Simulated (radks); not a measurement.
Values are calculated unless marked as measured or tabulated.
Ionisation ladder of neon, from Ne to Ne9+. Each ion is in the ground configuration listed by NIST, and IE = E(next ion) - E(this ion), with E = 0 for the bare nucleus. Level of theory: scalar-relativistic Kohn-Sham, PBE, spin-polarised, spherical densities, finite nucleus; open shells are filled with parallel spins first; Fermi nuclear charge, rms radius 3.0055 fm (a radial shooting solver on a logarithmic mesh with Libxc functionals).

species,configuration,"IE, Delta-SCF (eV)",-e(HOMO) (eV),HOMO,"IE, NIST (eV)",kind,error (eV)
Ne,[Ne],21.969,13.334,2p,21.565,exp.,+0.405
Ne+,[He] 2s2 2p5,41.371,31.180,2p down,40.963,exp.,+0.408
Ne2+,[He] 2s2 2p4,63.315,51.991,2p down,63.423,exp.,-0.108
Ne3+,[He] 2s2 2p3,97.671,83.746,2p up,97.190,semi-emp.,+0.481
Ne4+,[He] 2s2 2p2,127.03,112.00,2p up,126.25,exp.,+0.8
Ne5+,[He] 2s2 2p1,158.18,142.37,2p up,157.93,exp.,+0.2
Ne6+,[He] 2s2,205.64,192.47,2s,207.27,exp.,-1.6
Ne7+,[He] 2s1,239.91,226.30,2s up,239.10,semi-emp.,+0.8
Ne8+,[He],1194.7,1136.1,1s,1195.8,theory,-1.1
Ne9+,1s1,1360.8,1298.7,1s up,1362.2,theory,-1.4

Reference values: NIST Atomic Spectra Database (exp. = measured, semi-emp. = semi-empirical, theory = theoretical value adopted there). The ionisation energy per charge of the ion left behind rises most, in proportion, at Ne8+ ([He]), from 29.989 to 132.75 eV. Against the entries that are not theoretical the mean signed error is +0.4 % and the largest +1.9 %. Open shells are spherical and high-spin; term and fine-structure splittings are not resolved.
